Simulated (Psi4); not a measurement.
Two rigid molecules brought together: C3H6O ··· O2S (SMILES CC(C)=O and O=S=O). Monomers: optimised at B3LYP-D3(BJ) (def2-TZVP), held rigid. Orientation: lowest of the rigid-body minima from ten starts at GFN2-xTB (searched outside a hard wall at short contacts). The monomers approach along the line of their centres of mass (distance R); nothing else relaxes. The shortest distances reach bonding range, where SAPT0 and rigid monomers are unreliable.

Method: Psi4 1.11 with SAPT0/jun-cc-pVDZ, frozen core.

Components in kJ/mol:

| R / Å | electrostatics | exchange | induction | dispersion | total |
|---|---|---|---|---|---|
| 2.95 | -242.13 | 433.90 | -143.07 | -53.19 | -4.49 |
| 3.17 | -137.58 | 217.40 | -68.50 | -34.13 | -22.81 |
| 3.35 | -90.23 | 122.32 | -38.06 | -24.14 | -30.11 |
| 3.58 | -55.97 | 58.09 | -18.65 | -15.82 | -32.36 |
| 3.90 | -32.31 | 20.26 | -7.48 | -9.08 | -28.61 |
| 4.16 | -22.52 | 8.49 | -3.82 | -5.94 | -23.80 |
| 4.69 | -12.75 | 1.40 | -1.20 | -2.69 | -15.23 |
| 5.36 | -7.37 | 0.14 | -0.39 | -1.12 | -8.73 |
| 6.36 | -3.81 | 0.00 | -0.11 | -0.37 | -4.28 |
| 7.64 | -1.91 | 0.00 | -0.03 | -0.12 | -2.06 |
